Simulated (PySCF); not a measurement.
## Electron correlation in Cl⁺ (chlorine, charge +1)

[Ne] 3s2 3p3 4s1, high-spin 5S determinant (an excited configuration). Calculation: PySCF 2.14, in aug-cc-pwCVQZ; the non-relativistic Hamiltonian (point nucleus). Frozen: 1s2; 14 electrons correlated.

MP2 pair energies summed by pair of shells (mhartree):

```csv
pair,energy,share (%)
2p-2p,-190.88,43.2
3s-3p,-69.51,15.7
2s-2p,-58.68,13.3
2p-3p,-29.24,6.6
3p-3p,-23.19,5.2
2p-3s,-23.05,5.2
3s-3s,-11.42,2.6
2s-2s,-9.82,2.2
3p-4s,-9.23,2.1
3s-4s,-6.72,1.5
2s-3p,-4.96,1.1
2s-3s,-3.58,0.8
2p-4s,-1.39,0.3
2s-4s,-0.20,0.0
```

Total MP2 correlation energy: -441.88 mhartree.

Same-spin part -126.28 and opposite-spin part -315.59 mhartree; SCS-MP2 scales them by 1/3 and 6/5 to -420.81 mhartree.
